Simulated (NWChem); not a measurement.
System meant: C₃H₄O₂Si; SMILES O1C(=O)[SiH2]C=C1

NWChem input:

```
start job
memory heap 200 mb stack 900 mb global 1100 mb
geometry units angstroms noautosym nocenter noautoz
  O      0.173361    -2.182688     0.000000
  C      0.000782    -1.006067     0.000000
  O     -1.295234    -0.497911     0.000000
  C     -1.359538     0.863543     0.000000
  C     -0.263380     1.642666     0.000000
  Si     1.204116     0.521694     0.000000
  H     -2.397127     1.210434     0.000000
  H     -0.365042     2.727910     0.000000
  H      2.058157     0.524488    -1.221100
  H      2.058157     0.524488     1.221100
end
basis spherical
  O library def2-svp
  C library def2-svp
  Si library def2-svp
  H library def2-svp
end
dft
  xc m06-2x
  iterations 150
end
property
  shielding 9 1 2 3 4 5 6 7 8 9
end
task dft property
```

End of the output:

```
 Vector   29  Occ=0.000000D+00  E= 5.790736D-02
              MO Center= -5.2D-01,  2.7D-01, -1.4D-11, r^2= 3.4D+00
   Bfn.  Coefficient  Atom+Function         Bfn.  Coefficient  Atom+Function
  ----- ------------  ---------------      ----- ------------  ---------------
    51      0.566554   4 C  pz               65     -0.538407   5 C  pz
    23      0.368092   2 C  pz               37     -0.350780   3 O  pz
    48      0.347893   4 C  pz               20      0.294003   2 C  pz
    34     -0.288149   3 O  pz               62     -0.285086   5 C  pz
     9     -0.265335   1 O  pz                6     -0.217955   1 O  pz

 center of mass
 --------------
 x =  -0.04455455 y =  -0.09925967 z =   0.00000000

 moments of inertia (a.u.)
 ------------------
         548.217918405332          -2.400526123727           0.000000000000
          -2.400526123727         386.761127797819           0.000000000000
           0.000000000000           0.000000000000         913.513336460415

     Multipole analysis of the density
     ---------------------------------

     L   x y z        total         alpha         beta         nuclear
     -   - - -        -----         -----         ----         -------
     0   0 0 0     -0.000000    -26.000000    -26.000000     52.000000

     1   1 0 0      0.134746      0.536054      0.536054     -0.937363
     1   0 1 0      1.378974      0.833960      0.833960     -0.288947
     1   0 0 1      0.000000      0.000000      0.000000      0.000000

     2   2 0 0    -28.979932   -121.296552   -121.296552    213.613172
     2   1 1 0     -1.161238      0.234388      0.234388     -1.630015
     2   1 0 1     -0.000000     -0.000000     -0.000000      0.000000
     2   0 2 0    -34.371937   -160.208585   -160.208585    286.045234
     2   0 1 1      0.000000      0.000000      0.000000      0.000000
     2   0 0 2    -31.537992    -21.093757    -21.093757     10.649522

          -----------------------------------------
          Chemical Shielding Tensors (GIAO, in ppm)
          -----------------------------------------

 ------------------------------------------------------------------------
  xm06: d2 not coded                    0
 ------------------------------------------------------------------------
 ------------------------------------------------------------------------
  current input line :
    28: task dft property
 ------------------------------------------------------------------------
 ------------------------------------------------------------------------
 This error has not yet been assigned to a category
 ------------------------------------------------------------------------
 For more information see the NWChem manual at https://nwchemgit.github.io

0: xm06: d2 not coded:Received an Error in Communication
```

Problem. Find the fault in this run and fix the input.

Solution. The run crashed. Cause: this functional's second derivatives, which shieldings need, aren't coded here; the fix takes a hybrid GGA instead. This input runs:
```
start job
memory heap 200 mb stack 900 mb global 1100 mb
geometry units angstroms noautosym nocenter noautoz
  O      0.173361    -2.182688     0.000000
  C      0.000782    -1.006067     0.000000
  O     -1.295234    -0.497911     0.000000
  C     -1.359538     0.863543     0.000000
  C     -0.263380     1.642666     0.000000
  Si     1.204116     0.521694     0.000000
  H     -2.397127     1.210434     0.000000
  H     -0.365042     2.727910     0.000000
  H      2.058157     0.524488    -1.221100
  H      2.058157     0.524488     1.221100
end
basis spherical
  O library def2-svp
  C library def2-svp
  Si library def2-svp
  H library def2-svp
end
dft
  xc pbe0
  iterations 150
end
property
  shielding 9 1 2 3 4 5 6 7 8 9
end
task dft property
```
It converges to -555.93205 Ha (PBE0/def2-SVP, GIAO).
